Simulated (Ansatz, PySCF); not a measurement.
stibine (H3Sb), SMILES [SbH3]. Atoms are numbered in the order given.

```xyz
4

Sb     0.0000     0.0000     0.0352
H      1.4094     0.1394    -0.9299
H     -0.5840    -1.2903    -0.9298
H     -0.8254     1.1509    -0.9298
```

Geometry optimised at B3LYP-D3(BJ)/def2-TZVPD. The def2 effective core potentials stand for the cores of Sb; spin–orbit coupling is left out.

Two levels are set side by side: PBE-D3(BJ)/def2-TZVPD (Ansatz, an electronic-structure program) and B3LYP-D3(BJ)/def2-TZVPD (Ansatz). Each level has its own optimised geometry; the coordinates shown are those of the second. Frequencies come from the Hessian of PySCF at each geometry. Differences are taken from unrounded values.

```json
[
 {"quantity": "mean bond length (Å)", "B3LYP-D3(BJ)": "1.714"},
 {"quantity": "bond Sb1–H2 (Å)", "B3LYP-D3(BJ)": "1.714"},
 {"quantity": "bond Sb1–H3 (Å)", "B3LYP-D3(BJ)": "1.714"},
 {"quantity": "bond Sb1–H4 (Å)", "B3LYP-D3(BJ)": "1.714"},
 {"quantity": "highest harmonic wavenumber (cm⁻¹)", "B3LYP-D3(BJ)": "1940"},
 {"quantity": "mean harmonic wavenumber (cm⁻¹)", "B3LYP-D3(BJ)": "1385"},
 {"quantity": "zero-point energy (kcal/mol)", "B3LYP-D3(BJ)": "11.88"}
]
```

**Question.** What does PBE-D3(BJ) give, and how far is it from B3LYP-D3(BJ)? (An estimate is asked for; the answer gives what the named calculation found.)

**Answer.** 
```json
[
 {"quantity": "mean bond length (Å)", "PBE-D3(BJ)": "1.724", "PBE-D3(BJ) minus B3LYP-D3(BJ)": "0.011"},
 {"quantity": "bond Sb1–H2 (Å)", "PBE-D3(BJ)": "1.724", "PBE-D3(BJ) minus B3LYP-D3(BJ)": "0.011"},
 {"quantity": "bond Sb1–H3 (Å)", "PBE-D3(BJ)": "1.724", "PBE-D3(BJ) minus B3LYP-D3(BJ)": "0.011"},
 {"quantity": "bond Sb1–H4 (Å)", "PBE-D3(BJ)": "1.724", "PBE-D3(BJ) minus B3LYP-D3(BJ)": "0.011"},
 {"quantity": "highest harmonic wavenumber (cm⁻¹)", "PBE-D3(BJ)": "1894", "PBE-D3(BJ) minus B3LYP-D3(BJ)": "-46"},
 {"quantity": "mean harmonic wavenumber (cm⁻¹)", "PBE-D3(BJ)": "1344", "PBE-D3(BJ) minus B3LYP-D3(BJ)": "-41"},
 {"quantity": "zero-point energy (kcal/mol)", "PBE-D3(BJ)": "11.53", "PBE-D3(BJ) minus B3LYP-D3(BJ)": "-0.35"}
]
```

Exact exchange shortens and stiffens bonds; PBE has none. Differences between two approximate levels are no errors against the true value.
